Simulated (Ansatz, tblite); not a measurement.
Removing an electron: trans-[VF2(H2O)4]+ (VO4F2H8⁺). Total charge 1; triplet. Geometry: PBE-D4/def2-SVP. Ansatz, gas phase; energy differences of separate SCF runs; the oxidised species was run as a doublet alone.

Cartesian coordinates in Å:
```
V 0.000 0.000 0.000
F -1.365 0.350 -1.126
F 1.365 -0.349 1.126
O 0.808 1.907 -0.380
H 1.337 2.274 0.357
H 0.147 2.589 -0.618
O -0.802 -1.908 0.385
H -0.136 -2.582 0.632
H -1.323 -2.286 -0.352
O 1.086 -0.851 -1.585
H 2.061 -0.819 -1.505
H 0.867 -0.518 -2.479
O -1.092 0.852 1.581
H -0.885 0.518 2.477
H -2.066 0.825 1.489
```

The xTB rows come from tblite.

| level | −HOMO (eV) | vertical IE (eV) | −LUMO (eV) | HOMO–LUMO gap (eV) |
| --- | --- | --- | --- | --- |
| GFN1-xTB | – | 17.95 | – | – |
| GFN2-xTB | – | 16.91 | – | – |
| PBE-D4/def2-TZVP | 8.04 | 11.97 | 7.81 | 0.22 |
| r2SCAN-D4/def2-TZVP | 8.74 | 12.46 | 7.80 | 0.94 |
| PBE0-D4/def2-TZVP | 10.79 | 13.04 | 6.56 | 4.23 |

  HOMO and LUMO are the levels of the spin that leaves or enters (xTB has no such levels and no spin-polarisation term). Other spin states of the ions may lie lower, which would lower the ionisation energy or raise the affinity. Raw xTB energy differences between charge states are shifted by several eV; the methods need an empirical correction for them.
